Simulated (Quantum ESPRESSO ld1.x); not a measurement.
All-electron atom: the tin ion Sn30+ in [Ar] 3d2. All-electron calculation, Dirac Kohn-Sham, relativistic LDA (MacDonald-Vosko exchange, VWN5 correlation), spin-unpolarised, spherical densities, point nucleus; open shells fill j = l - 1/2 first. Program: ld1.x of Quantum ESPRESSO 7.5.

Normalised radial functions P(r) = r R(r) (large component), r in bohr:

| r | 2s1/2 | 3s1/2 | 3d3/2 |
|---|---|---|---|
| 0.003003 | 0.6980 | 0.3358 | 0.0002 |
| 0.003757 | 0.8253 | 0.3968 | 0.0004 |
| 0.004663 | 0.9601 | 0.4613 | 0.0006 |
| 0.005834 | 1.1078 | 0.5316 | 0.0011 |
| 0.007241 | 1.2501 | 0.5989 | 0.0020 |
| 0.009059 | 1.3841 | 0.6614 | 0.0036 |
| 0.01124 | 1.4815 | 0.7051 | 0.0064 |
| 0.01407 | 1.5219 | 0.7194 | 0.0116 |
| 0.01746 | 1.4696 | 0.6866 | 0.0205 |
| 0.02167 | 1.2909 | 0.5896 | 0.0357 |
| 0.02711 | 0.9358 | 0.4033 | 0.0628 |
| 0.03364 | 0.4083 | 0.1321 | 0.1064 |
| 0.04209 | -0.3208 | -0.2339 | 0.1800 |
| 0.05223 | -1.1412 | -0.6280 | 0.2908 |
| 0.06535 | -1.9902 | -0.9942 | 0.4620 |
| 0.0811 | -2.6410 | -1.1875 | 0.6931 |
| 0.1015 | -2.9636 | -1.0872 | 1.0022 |
| 0.1259 | -2.8352 | -0.6198 | 1.3455 |
| 0.1575 | -2.2886 | 0.2048 | 1.6910 |
| 0.1955 | -1.5513 | 1.1173 | 1.9266 |
| 0.2446 | -0.8306 | 1.8400 | 1.9687 |
| 0.3036 | -0.3523 | 2.0404 | 1.7592 |
| 0.3768 | -0.1103 | 1.7122 | 1.3396 |
| 0.4714 | -0.0223 | 1.0671 | 0.8199 |
| 0.5851 | -0.0030 | 0.4950 | 0.3978 |
| 0.732 | -0.0002 | 0.1524 | 0.1360 |
| 0.9084 | 0.0000 | 0.0314 | 0.0327 |

2s1/2: eigenvalue -5761.3 eV, 1 radial node at r = 0.0384 bohr, <r> = 0.125 bohr, 90 % of the charge inside 0.193 bohr. 3s1/2: eigenvalue -2035.9 eV, 2 radial nodes at r = 0.0367, 0.150 bohr, <r> = 0.314 bohr, 90 % of the charge inside 0.458 bohr. 3d3/2: eigenvalue -1718.1 eV, 0 radial nodes, <r> = 0.272 bohr, 90 % of the charge inside 0.419 bohr.
